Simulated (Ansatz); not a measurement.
Ansatz (a quantum-chemistry and plane-wave program) input (CCSD(T)/aug-cc-pV(T+d)Z):
A basis named .json is the Basis Set Exchange file of that set.

Ansatz 0.2 input:
```yaml
crystal:
  periodic: [false, false, false]
  atoms:
    - {symbol: S, position_ang: [0.00772624, -0.71426207, 0.01342400]}
    - {symbol: S, position_ang: [1.69691910, 0.37510159, -0.02943034]}
    - {symbol: S, position_ang: [-1.70464534, 0.33916048, 0.01600634]}
basis:
  gaussian:
    orbitals: aug-cc-pV_T+d_Z.json
total_charge: -1
magnetization: {spin_polarized: true, initial_magnetization: 1}
correlation: {method: ccsd_t, electrons: outside_noble_gas}
```

End of the output:

```
integrals: 0.77 GiB planned
992 factors; integrals over basis functions are off by at most 3.6e-4 eV
mean field: 0.66 GiB planned
mean field evaluation 1: about -32452.0849 eV, gradient 2.1e1 eV
mean field evaluation 2: about -32452.0906 eV, gradient 2.1e1 eV
mean field evaluation 4: about -32454.9346 eV, gradient 2.2e0 eV
mean field evaluation 8: about -32455.0195 eV, gradient 1.9e-1 eV
mean field evaluation 16: about -32453.5098 eV, gradient 1.7e1 eV
mean field evaluation 32: about -32455.0050 eV, gradient 8.7e-1 eV
mean field evaluation 64: about -32453.4561 eV, gradient 1.9e-1 eV
mean field evaluation 96: about -32452.6729 eV, gradient 3.1e-1 eV
mean field evaluation 128: about -32451.6533 eV, gradient 1.9e-4 eV
mean field evaluation 160: about -32453.4578 eV, gradient 8.1e-2 eV
mean field evaluation 192: about -32453.3332 eV, gradient 6.3e-4 eV
mean field evaluation 224: about -32451.6533 eV, gradient 2.2e-2 eV
mean field evaluation 256: about -32451.4556 eV, gradient 1.6e-3 eV
mean field evaluation 288: about -32450.7968 eV, gradient 2.5e0 eV
mean field evaluation 320: about -32453.2236 eV, gradient 1.4e0 eV
mean field evaluation 352: about -32452.6749 eV, gradient 8.9e-4 eV
mean field evaluation 384: about -32451.4555 eV, gradient 5.4e-2 eV
mean field -32455.02108307 eV, -1192.7000259995 hartree, gradient 1.7e-6 eV, S^2 0.784329; 10 other end points of the search recorded, 0 dependent functions left out
determinant -32455.02108307 eV, -1192.7000259995 hartree, with singles and doubles -32470.49799163 eV, -1193.2687918984 hartree
determinant -32453.45816437 eV, -1192.6425897967 hartree, with singles and doubles -32468.81822898 eV, -1193.2070617596 hartree
determinant -32453.33319724 eV, -1192.6379973393 hartree, with singles and doubles -32468.76763964 eV, -1193.2052026356 hartree
determinant -32452.67488945 eV, -1192.6138049743 hartree, with singles and doubles -32468.35014560 eV, -1193.1898600124 hartree
determinant -32451.65329284 eV, -1192.5762619912 hartree, with singles and doubles -32466.60244349 eV, -1193.1256331447 hartree
15 core orbitals not correlated
reference -32455.02108307 eV, -1192.7000259995 hartree; 10, 9 occupied and 140, 141 virtual orbitals, 992 factors
second order -14.50754646 eV of doubles, -0.00000000 eV of singles
coupled cluster: 1.84 GiB planned
cycle   1  -15.36489713 eV  change   -4.5e-1 eV  update   2.4e-2
cycle   2  -15.39233147 eV  change   -2.7e-2 eV  update   6.2e-3
cycle   3  -15.39345632 eV  change   -1.1e-3 eV  update   3.9e-3
cycle   4  -15.39461317 eV  change   -1.2e-3 eV  update   1.6e-3
cycle   5  -15.39526650 eV  change   -6.5e-4 eV  update   7.8e-4
cycle   6  -15.39559875 eV  change   -3.3e-4 eV  update   3.1e-4
cycle   7  -15.39566071 eV  change   -6.2e-5 eV  update   1.5e-4
cycle   8  -15.39574237 eV  change   -8.2e-5 eV  update   5.7e-5
cycle   9  -15.39575670 eV  change   -1.4e-5 eV  update   2.4e-5
cycle  10  -15.39574519 eV  change    1.2e-5 eV  update   9.1e-6
perturbative correction -0.99094080 eV, -0.0364164025 hartree
Total energy: -32471.40776906 eV, -1193.3022256022 hartree
```

It need not be the lowest isomer of its formula.
